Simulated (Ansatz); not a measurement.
Isolated molecules relaxed with PBE0-D4/def2-TZVP in Ansatz; ΔE leaves out vibrations. CCSD(T)/CBS is the MP2 limit (def2-TZVPP, def2-QZVPP) plus CCSD(T) − MP2 in def2-TZVPP, frozen cores. This one scheme is used for every species. Functionals use def2-TZVPP. B3LYP here is the variant with VWN-RPA as its local correlation; programs differ in this. HSE06 is defined as in plane-wave codes. def2 core potentials past Kr. For Sn outer-core shells are correlated without core-valence functions, which leaves a few kJ/mol of doubt a bond. Each species was taken in one conformer, which may not be the lowest.

Reaction (cleavage of the B–Sn bond): `[BH2][SnH2][NH2]` + NH₃ → `BN` + `[NH2][SnH3]`

| level | ΔE (kcal/mol) | difference from CCSD(T)/CBS |
| --- | --- | --- |
| LDA (SPW92) | -42.8 | -6.3 |
| PBE-D4 | -38.7 | -2.2 |
| revPBE-D4 | -38.0 | -1.5 |
| BLYP-D4 | -39.3 | -2.8 |
| B97M-V | -40.4 | -3.9 |
| PBE0-D4 | -38.4 | -1.9 |
| B3LYP-D4 | -39.3 | -2.8 |
| r2SCANh-D4 | -39.2 | -2.7 |
| r2SCAN0-D4 | -39.1 | -2.6 |
| HSE06-D4 | -38.4 | -1.9 |
| BHLYP-D4 | -39.1 | -2.6 |
| CAM-B3LYP-D4 | -40.8 | -4.3 |
| ωB97M-V | -39.4 | -2.9 |
| B2PLYP | -39.4 | -2.9 |
| PBE-QIDH | -38.4 | -1.9 |
| PBE | -39.1 | -2.6 |
| revPBE | -37.8 | -1.3 |
| BLYP | -39.9 | -3.4 |
| PBE0 | -38.8 | -2.3 |
| B3LYP | -40.0 | -3.5 |
| r2SCANh | -39.3 | -2.8 |
| r2SCAN0 | -39.2 | -2.7 |
| HSE06 | -38.8 | -2.3 |
| BHLYP | -40.0 | -3.5 |
| LC-ωPBE | -39.5 | -3.0 |
| RPA@PBE/def2-TZVPP | -37.1 | -0.6 |
| HF/def2-SVP | -41.2 | -4.7 |
| MP2/def2-SVP | -44.3 | -7.8 |
| CCSD/def2-SVP | -42.9 | -6.4 |
| HF/def2-TZVPP | -38.5 | -2.0 |
| MP2/def2-TZVPP | -38.0 | -1.5 |
| SCS-MP2/def2-TZVPP | -37.9 | -1.4 |
| CCSD/def2-TZVPP | -37.4 | -0.9 |
| CCSD(T)/def2-TZVPP | -37.6 | -1.1 |
| HF/def2-QZVPP | -38.5 | -2.0 |
| MP2/def2-QZVPP | -37.3 | -0.8 |
| SCS-MP2/def2-QZVPP | -37.4 | -0.9 |
| HF/CBS(def2) | -38.5 | -2.0 |
| MP2/CBS(def2) | -36.8 | -0.3 |
| CCSD/CBS(def2) | -36.3 | 0.2 |
| CCSD(T)/CBS | -36.5 | 0 |

Largest T1 diagnostic among the species: 0.013.

At CCSD(T), def2-SVP lies −6.9 kcal/mol from the extrapolated value and def2-TZVPP −1.1 kcal/mol. Leaving LDA and LC-ωPBE aside and taking each functional with its dispersion term where it has one, the values spread over 2.8 kcal/mol, from CAM-B3LYP-D4 to revPBE-D4. LDA lies −3.7 kcal/mol from PBE without D4.
